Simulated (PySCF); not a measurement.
C2H6OSSi, SMILES C([SiH2]SC)=O (GFN2-xTB optimised geometry):

```
11

C      2.244    -0.979     0.030
S      0.429    -1.103     0.013
Si    -0.081     0.972     0.000
C     -1.993     0.972     0.000
O     -2.629     1.992     0.000
H      2.563    -0.452     0.923
H      2.629    -1.992     0.037
H      2.581    -0.458    -0.860
H      0.438     1.612    -1.205
H      0.438     1.626     1.198
H     -2.518    -0.005    -0.001
```

Calculation: CAM-B3LYP/def2-TZVP (PySCF).

Problem. What are the frontier orbital energies and the dipole moment?

Solution. HOMO-2 -10.20 eV, HOMO-1 -8.60 eV, HOMO -8.48 eV, LUMO -0.54 eV, LUMO+1 0.78 eV; dipole moment 3.00 D.

Meta-Löwdin charges at CAM-B3LYP/def2-TZVP: C1 -0.39, S2 -0.19, Si3 0.58, C4 0.08, O5 -0.36, H6 0.13, H7 0.14, H8 0.13, H9 -0.10, H10 -0.10, H11 0.08.
